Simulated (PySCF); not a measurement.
A structure optimised at PBE-D3(BJ)/def2-SVP, used in a PySCF frequency run:

```
Nb
O 1 1.7217
O 1 1.7217 2 105.85
Cl 1 2.3391 2 112.35 3 122.97
```
Charge 0, spin multiplicity 1.

Q: Write its SMILES, formula and point group.

A: [O]=[Nb](=[O])[Cl], ClNbO2, Cs

Q: What are its rotational constants (standard atomic weights)?

A: 6.9427, 2.5226, 2.0353 GHz
